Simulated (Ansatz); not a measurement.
A nudged elastic band was laid between two geometries of AlH$_{8}$NSSi$_{3}$ (14 atoms, charge 0, multiplicity 1).

These are results of RKS B3LYP-D4/6-31G* in Ansatz, not measurements.

- movable images: 5
- climbing image: yes
- spring: 5.0 eV/Å²
- optimiser: quadratic models (default)
- start path: through a guess of the saddle point
- force threshold: 0.03 eV/Å
- iteration limit: 60
- end points: relaxed

Initial state:

```xyz
14
Properties=species:S:1:pos:R:3
N 1.268 -2.191 2.460
Si 1.014 -0.472 2.270
Al 0.254 0.278 0.022
Si -0.306 -0.381 -2.298
Si -0.645 1.833 -1.637
S -2.295 3.203 -2.014
H 0.446 -2.772 2.589
H 1.920 -2.657 1.839
H 0.001 -0.089 3.296
H 2.291 0.235 2.584
H -1.580 -1.127 -2.018
H 0.301 -0.929 -3.548
H 0.565 2.606 -2.068
H -3.248 2.433 -1.448
```

Final state:

```xyz
14
Properties=species:S:1:pos:R:3
N 1.090 -2.126 2.180
Si 0.890 -0.519 2.805
Al 0.518 0.501 0.349
Si -0.216 -0.499 -1.776
Si -0.491 1.825 -1.401
S -2.198 3.117 -1.784
H 0.814 -2.490 1.274
H 1.721 -2.757 2.658
H -0.346 -0.160 1.759
H 1.733 0.493 1.521
H -1.468 -1.246 -1.430
H 0.373 -1.106 -3.008
H 0.636 2.501 -2.112
H -3.069 2.438 -1.007
```

(1) What changes between the two ends?

(2) Give the energies along the band, and the barrier.

(3) What is the geometry of the highest image?

## Answers

(1) Bonds formed: Al3–H10.

(2) It converged. The highest image is number 4 of 0 to 6, 1.51 eV above the first end and 0.89 eV above the last; the last end lies 0.62 eV above the first. A structure lower than the first end lies on the path between it and the top, so the climb from that side starts below the end, which may itself be a saddle point or a shallow side well. Neighbouring images differ by up to 1.5 eV, so the band resolves the path poorly. A vibrational analysis at the climbing image gives one clearly imaginary mode, 850i cm⁻¹: a first-order saddle point.

```csv
image,path coordinate (Å),energy (eV),Al3–H10 (Å)
0,0.00,0.00,3.27
1,1.15,0.00,3.27
2,2.29,-0.02,3.27
3,3.43,0.02,3.18
4,4.58,1.51,2.39
5,5.53,0.65,1.74
6,6.49,0.62,1.69
```

(3) 
```xyz
14
Properties=species:S:1:pos:R:3
N 1.404 -2.158 2.145
Si 0.985 -0.549 2.609
Al 0.238 0.261 0.270
Si -0.461 -0.503 -1.997
Si -0.550 1.783 -1.470
S -2.066 3.274 -1.925
H 1.408 -2.552 1.215
H 1.798 -2.783 2.834
H -0.463 -0.157 2.487
H 1.794 0.592 2.056
H -1.787 -1.118 -1.656
H 0.054 -1.150 -3.241
H 0.713 2.385 -2.001
H -3.080 2.643 -1.296
```

Time of the run: 18 min on 2 threads of Arm Neoverse V1, on a shared host, peak memory 0.36 GiB.
